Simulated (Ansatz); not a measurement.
Energy profile

The step: CH₆Ge ([CH3][GeH3]) + CH₄ → C₂H₈Ge ([CH3][GeH2][CH3]) + H₂; bonds formed: Ge1–C7, H2–H6; bonds broken: Ge1–H2, H6–C7 (atoms numbered as in the saddle structure below).

| atom | x (Å) | y (Å) | z (Å) |
| --- | --- | --- | --- |
| Ge1 | -0.5975 | -0.4669 | -0.0876 |
| H2 | 1.0837 | -0.9400 | -0.8228 |
| H3 | -1.2174 | -1.4490 | -1.0938 |
| H4 | -1.7631 | 0.5348 | 0.2904 |
| C5 | 0.0955 | -1.0597 | 1.6340 |
| H6 | 0.7554 | 0.1515 | -0.9969 |
| C7 | 0.2286 | 1.4176 | -1.1162 |
| H8 | -0.7207 | -1.1055 | 2.3582 |
| H9 | 0.5802 | -2.0297 | 1.5373 |
| H10 | 0.8319 | -0.3343 | 1.9841 |
| H11 | 0.2234 | 2.0662 | -0.2401 |
| H12 | 1.1403 | 1.6119 | -1.6984 |
| H13 | -0.6401 | 1.6033 | -1.7479 |

Electronic energies by CCSD(T) at an estimated basis limit (MP2 extrapolated from triple and quadruple zeta, plus CCSD(T) − MP2 in triple zeta), on PBE0-D4/def2-TZVP structures; C$_{2}$H$_{10}$Ge, singlet; no counterpoise correction. Computed with Ansatz 0.2.0 (basis: def2-TZVPP and def2-QZVPP); correlated methods freeze the cores. Filled d shells of the heavier atoms are correlated. The def2 sets are not built for correlating such inner shells, so the correlated values are less sure here. Extrapolation: Hartree–Fock as exp(−7.88 √X), correlation as X^−2.97.

Give the profile in eV, counted from the separated reactants. (An estimate is asked for; the value comes from the calculation.)

Computed:
| point | eV |
| --- | --- |
| separated: CH$_{6}$Ge (linked as [CH3][GeH3]; Ge1, H2, H3, H4, C5, H8, H9, H10; singlet) + CH$_{4}$ (H6, C7, H11, H12, H13; singlet) | 0.000 |
| start structure | -0.048 |
| saddle | 3.830 |
| end structure | 0.353 |
| separated: C$_{2}$H$_{8}$Ge (linked as [CH3][GeH2][CH3]; Ge1, H3, H4, C5, C7, H8, H9, H10, H11, H12, H13; singlet) + H$_{2}$ (H2, H6; singlet) | 0.378 |

No T1 diagnostic of these runs exceeds 0.011.

For scale, one of the runs: CCSD(T)/def2-TZVPP, 250 basis functions, launched by `ansatz run in.yaml --threads 8 --pin off --events-out ev --progress --plain --max-ram 19148MiB`. The run took 95 s on 8 CPU threads of an Arm Neoverse V1 (shared host), with 5.4 GiB of host memory at its peak.
